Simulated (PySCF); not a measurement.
Sn(H)2(vinyl)(OH) (C2H6OSn), SMILES C=[CH][SnH2][OH]. Atoms are numbered in the order given.

```xyz
10

Sn     0.2580    -0.2163    -0.3285
O      1.8152     0.0765     0.8845
C     -1.4051     0.9685     0.2975
C     -2.4166     0.4380     0.9911
H     -0.0924    -1.8726    -0.0981
H      0.7481     0.1731    -1.9290
H      2.0082     1.0115     1.0140
H     -1.4377     2.0351     0.0426
H     -2.4400    -0.6211     1.2736
H     -3.2769     1.0369     1.3148
```
Charge 0, spin multiplicity 1.

The structure is a stationary point at PBE0-D3(BJ)/def2-SVP. The structure was generated by enumeration; whether it is a known compound was not checked. The def2 effective core potentials stand for the cores of Sn; spin–orbit coupling is left out. Other conformers were not sampled.

Method: PBE/def2-TZVP (PySCF).

The molecule is in vacuum.

The total energy is -369.17726 hartree. The highest occupied level comes out as -6.39 eV, the lowest empty level comes out as -1.82 eV and the orbital gap is 4.57 eV. The dipole moment is 2.21 D. The quadrupole, principal values (traceless, Buckingham form, about the centre of nuclear charge) is -7.46, 1.08, 6.38 D·Å, the mean static polarisability is 68.6 bohr³ (10.17 Å³) and the polarisability, principal values comes out as 56.4, 63.0, 86.5 bohr³.
